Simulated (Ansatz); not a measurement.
Cl2FH3O2Si2 (`O[SiH](O)[Si](F)(Cl)Cl`): the same geometry under several functionals.

```yaml
crystal:
  periodic: [false, false, false]
  atoms:
    - {symbol: O, position_ang: [-1.368422, 1.115734, -0.914353]}
    - {symbol: Si, position_ang: [-0.367600, -0.164694, -0.686325]}
    - {symbol: O, position_ang: [-1.230731, -1.460546, -0.202130]}
    - {symbol: Si, position_ang: [1.105931, 0.213854, 1.096274]}
    - {symbol: F, position_ang: [1.937072, 1.544715, 0.819954]}
    - {symbol: Cl, position_ang: [0.140500, 0.467982, 2.870283]}
    - {symbol: Cl, position_ang: [2.463112, -1.297584, 1.284857]}
    - {symbol: H, position_ang: [-1.124619, 1.771340, -1.569391]}
    - {symbol: H, position_ang: [0.392423, -0.413117, -1.944895]}
    - {symbol: H, position_ang: [-1.947675, -1.777684, -0.754275]}
basis:
  gaussian: {orbitals: def2-TZVPP}
hamiltonian: {xc: pbe0, dispersion: d4}
output: {orbitals: {seedname: orbitals}}
```

```sh
$ ansatz run in.yaml --threads 2 --pin off --events-out ev --progress --plain --max-ram 32768MiB --backend cuda --devices 0, --max-vram 18GiB
```

Output, abridged:

```
Functional definition: PBE0
1867 factors; their error is unknown
mean field evaluation 1: about -47641.4785 eV, gradient 7.7e1 eV
mean field evaluation 2: about -47625.2144 eV, gradient 1.2e2 eV
mean field evaluation 4: about -47650.4307 eV, gradient 3.6e0 eV
mean field evaluation 8: about -47650.4514 eV, gradient 8.1e-2 eV
mean field evaluation 16: about -47650.5687 eV, gradient 1.3e-4 eV
mean field -47650.56874450 eV, -1751.1261026448 hartree, gradient 2.8e-5 eV, S^2 0.000000; 0 other end points of the search recorded, 0 dependent functions left out
reference -47650.56877827 eV, -1751.1261038859 hartree; 45, 45 occupied and 258, 258 virtual orbitals, 1867 factors
Total energy: -47650.87262758 eV, -1751.1372701419 hartree
```

Run time 4.2 s (2 threads of an AMD EPYC 7R13 on a shared host and a share of an NVIDIA H100 80 GB); peak host memory 0.84 GiB.

With the line `hamiltonian: {xc: pbe, dispersion: d4}` and forces (abridged; 5.5 s):

```
Functional definition: PBE
mean field evaluation 16: about -47647.0477 eV, gradient 3.5e-3 eV
mean field -47647.04769272 eV, -1750.9967063785 hartree, gradient 6.8e-5 eV, S^2 0.000000
Total energy: -47647.39920246 eV, -1751.0096241234 hartree
Atom 0 force    -0.450325     0.139622     0.233726 eV/Å
Atom 1 force     0.451954     0.014917    -0.046994 eV/Å
Atom 2 force     0.038309    -0.280485     0.438513 eV/Å
Atom 3 force    -0.317746    -0.345786    -0.100537 eV/Å
Atom 4 force     0.347070     0.579441    -0.139790 eV/Å
Atom 5 force    -0.185421     0.043274     0.309328 eV/Å
Atom 6 force     0.232610    -0.271448     0.025317 eV/Å
Atom 7 force     0.106538     0.311913    -0.307391 eV/Å
Atom 8 force     0.108322    -0.029299    -0.154404 eV/Å
Atom 9 force    -0.331309    -0.162150    -0.257769 eV/Å
Dipole moment:    -0.329744     0.001720    -0.623752 e Å
```
